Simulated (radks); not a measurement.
Values are calculated unless marked as measured or tabulated.
Lu V, 67 electrons, occupied as [Xe] 4f12.75 6s0.25 (fractional occupations, a model configuration). Level of theory: Dirac Kohn-Sham, LDA (Slater exchange, Perdew-Zunger correlation), spin-unpolarised, spherical densities, point nucleus; open shells are shared between the two j in proportion to 2j + 1 (a radial shooting solver on a logarithmic mesh with Libxc functionals).

Unscreened Slater integrals over Kohn-Sham orbitals (hartree). Large and small components are both included.

integral            value
F0(6s1/2,6s1/2)   0.34594
F0(6s1/2,4f7/2)   0.45088
G3(6s1/2,4f7/2)  0.019995
F0(6s1/2,4f5/2)   0.45140
G3(6s1/2,4f5/2)  0.019631
F0(6s1/2,5p3/2)   0.41769
G1(6s1/2,5p3/2)  0.043470
F0(4f7/2,4f7/2)    1.3610
F2(4f7/2,4f7/2)   0.64796
F4(4f7/2,4f7/2)   0.40669
F6(4f7/2,4f7/2)   0.29262
F0(4f7/2,4f5/2)    1.3712
F2(4f7/2,4f5/2)   0.65309
F4(4f7/2,4f5/2)   0.40997
G2(4f7/2,4f5/2)   0.65096
G4(4f7/2,4f5/2)   0.40870
G6(4f7/2,4f5/2)   0.29410
F0(4f7/2,5p3/2)   0.81352
F2(4f7/2,5p3/2)   0.26591
G2(4f7/2,5p3/2)   0.12520
G4(4f7/2,5p3/2)  0.099319
F0(4f5/2,4f5/2)    1.3816
F2(4f5/2,4f5/2)   0.65843
F4(4f5/2,4f5/2)   0.41342
F0(4f5/2,5p3/2)   0.81564
F2(4f5/2,5p3/2)   0.26325
G2(4f5/2,5p3/2)   0.12153
G4(4f5/2,5p3/2)  0.096845
F0(5p3/2,5p3/2)   0.67014
F2(5p3/2,5p3/2)   0.36259
